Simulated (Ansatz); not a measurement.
C₃H₉O₃Si (SMILES CO[Si](C)([O])OC), doublet, at a GFN2-xTB geometry; CCSD/3-21G run with Ansatz (a program for electronic structure).

Ansatz was given this input:
Ansatz 0.2 input:
```yaml
crystal:
  periodic: [false, false, false]
  atoms:
    - {symbol: C, position_ang: [2.59041717, -0.43015737, 0.21283822]}
    - {symbol: O, position_ang: [1.29001178, -0.35706475, 0.70058504]}
    - {symbol: Si, position_ang: [-0.01592990, -0.09844419, -0.23473829]}
    - {symbol: C, position_ang: [-0.01923305, 1.94632614, -0.21150278]}
    - {symbol: O, position_ang: [-0.11813903, -0.40803273, -1.72964782]}
    - {symbol: O, position_ang: [-1.18007409, -0.36298798, 0.87069506]}
    - {symbol: C, position_ang: [-2.53470170, -0.44244735, 0.56579521]}
    - {symbol: H, position_ang: [3.15906055, -1.08992391, 0.87110618]}
    - {symbol: H, position_ang: [2.61378923, -0.82099755, -0.80498669]}
    - {symbol: H, position_ang: [3.05406604, 0.56103127, 0.22325465]}
    - {symbol: H, position_ang: [-0.94864208, 2.23880866, -0.67009650]}
    - {symbol: H, position_ang: [0.83712847, 2.24309092, -0.79307905]}
    - {symbol: H, position_ang: [0.05170204, 2.22047767, 0.82805768]}
    - {symbol: H, position_ang: [-3.00458209, -1.10470425, 1.29558429]}
    - {symbol: H, position_ang: [-2.99727137, 0.54652023, 0.63999851]}
    - {symbol: H, position_ang: [-2.69551594, -0.83372921, -0.43934515]}
basis:
  gaussian:
    orbitals: 3-21G.json
magnetization: {spin_polarized: true, initial_magnetization: 1}
correlation: {method: ccsd}
```
The basis file holds 3-21G in the JSON format of the Basis Set Exchange.

### Question
What does Ansatz print? Leave out banner, timings and long lists.

### Answer

```
Functional definition: HF
962 factors; integrals over basis functions are off by at most 1.1e-3 eV
mean field evaluation 1: about -17107.5201 eV, gradient 3.6e1 eV
mean field evaluation 2: about -17108.0526 eV, gradient 3.6e1 eV
mean field evaluation 4: about -17113.7814 eV, gradient 4.7e0 eV
mean field evaluation 8: about -17114.3775 eV, gradient 2.0e0 eV
mean field evaluation 16: about -17114.9982 eV, gradient 2.9e-1 eV
mean field evaluation 32: about -17113.7362 eV, gradient 2.1e0 eV
mean field evaluation 64: about -17114.3859 eV, gradient 9.1e-2 eV
mean field evaluation 96: about -17104.1309 eV, gradient 3.8e1 eV
mean field evaluation 128: about -17114.7755 eV, gradient 1.9e0 eV
mean field evaluation 160: about -17111.1947 eV, gradient 8.8e-2 eV
mean field evaluation 192: about -17114.2937 eV, gradient 2.0e0 eV
mean field evaluation 224: about -17111.1997 eV, gradient 4.3e-2 eV
mean field -17115.00316279 eV, -628.9647652668 hartree, gradient 2.7e-6 eV, S^2 0.764588; 6 other end points of the search recorded, 0 dependent functions left out
determinant -17115.00316279 eV, -628.9647652668 hartree, with singles and doubles -17133.91198265 eV, -629.6596515797 hartree
determinant -17114.40320193 eV, -628.9427171118 hartree, with singles and doubles -17133.01349985 eV, -629.6266329460 hartree
11 core orbitals not correlated
reference -17115.00316279 eV, -628.9647652668 hartree; 22, 21 occupied and 52, 53 virtual orbitals, 962 factors
second order -17.27606329 eV of doubles, -0.00000000 eV of singles
cycle   1  -18.91476482 eV  change   -5.9e-3 eV  update   1.2e-2
cycle   2  -18.92885277 eV  change   -1.4e-2 eV  update   1.1e-2
cycle   3  -18.93934021 eV  change   -1.0e-2 eV  update   7.9e-3
cycle   4  -18.95350369 eV  change   -1.4e-2 eV  update   4.4e-3
cycle   5  -18.96101655 eV  change   -7.5e-3 eV  update   2.1e-3
cycle   6  -18.96708135 eV  change   -6.1e-3 eV  update   1.3e-3
cycle   7  -18.96644453 eV  change    6.4e-4 eV  update   9.6e-4
cycle   8  -18.96458463 eV  change    1.9e-3 eV  update   5.8e-4
cycle   9  -18.96440886 eV  change    1.8e-4 eV  update   2.7e-4
cycle  10  -18.96468661 eV  change   -2.8e-4 eV  update   1.0e-4
cycle  11  -18.96470035 eV  change   -1.4e-5 eV  update   4.6e-5
Total energy: -17133.96786314 eV, -629.6617051498 hartree
```
